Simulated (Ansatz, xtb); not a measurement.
C2H5Sn: 3 structures ranked

3 gas-phase structures of C2H5Sn, found in a search over its isomers (lower ones may exist). Each was relaxed with GFN2-xTB; where two conformers were screened, the lower at r2SCAN-D4/def2-SVP is listed:

A. a doublet given by its coordinates
B. `C=[CH][SnH2]`, a doublet
C. a doublet given by its coordinates

C (Å):

```
atom    x (Å)    y (Å)    z (Å)
   C  -0.0942   1.3243   0.0097
   C  -1.1350   0.5375  -0.4990
  Sn  -0.8142  -0.1595   1.8518
   H   0.9273   1.0814  -0.2241
   H  -0.2841   2.3456   0.2978
   H  -2.1235   0.9555  -0.6016
   H  -0.9137  -0.3093  -1.1234
   H   0.3807  -1.3904   1.3074
```

Close contacts (Å): C1–C2 1.40, C1–Sn3 2.47, C2–Sn3 2.47, C1–H4 1.08, C1–H5 1.08, C2–H6 1.08, C2–H7 1.08, Sn3–H8 1.80.

A (Å):

```yaml
atoms:
  - { symbol: C, position_ang: [1.0013, -0.8959, 0.5422] }
  - { symbol: C, position_ang: [0.5127, 0.3633, -0.0653] }
  - { symbol: Sn, position_ang: [0.8259, 2.3719, 0.7252] }
  - { symbol: H, position_ang: [1.5453, -0.7328, 1.4711] }
  - { symbol: H, position_ang: [-0.0226, 0.1776, -0.9931] }
  - { symbol: H, position_ang: [0.1615, -1.5674, 0.7418] }
  - { symbol: H, position_ang: [-0.1775, 3.0751, -0.5980] }
  - { symbol: H, position_ang: [1.6522, -1.4282, -0.1573] }
```

Close contacts (Å): C1–C2 1.48, C2–Sn3 2.18, C1–H4 1.09, C1–H6 1.09, C1–H8 1.09, C2–H5 1.09, Sn3–H7 1.80.

**Question.** Estimate their order in r2SCAN-D4/def2-SVP energy at these geometries, lowest first.

**Answer.** Calculated order at r2SCAN-D4/def2-SVP: C (0.000), A (0.659), B (0.894) eV.

Energies above the lowest of each column, in eV; the last columns are at PBE-D3(BJ)/def2-SVP geometries and were run for some of them only (a dash: not run or not comparable):

```tsv
structure	GFN2-xTB	HF/STO-3G	r2SCAN-D4/def2-SVP	PBE-D3(BJ)/def2-SVP	CCSD(T)/def2-SVP
C	0.000	0.912	0.000	0.000	0.000
A	0.486	0.000	0.659	0.785	0.706
B	1.014	0.027	0.894	–	–
```

CCSD(T)/def2-SVP puts C lowest of those it was run on; HF/STO-3G picks A. Some further structures that were screened fall inside this span and aren't listed. Flexible structures stand in one conformer each, not always the lowest. Frequencies (PBE-D3(BJ)/def2-SVP) were run for A, C alone. Open shells are spin-unrestricted, some with notable spin contamination. Atoms past krypton carry core potentials in the def2 sets, without spin–orbit terms.

Programs: Ansatz 0.2.0, xtb 6.7.1.
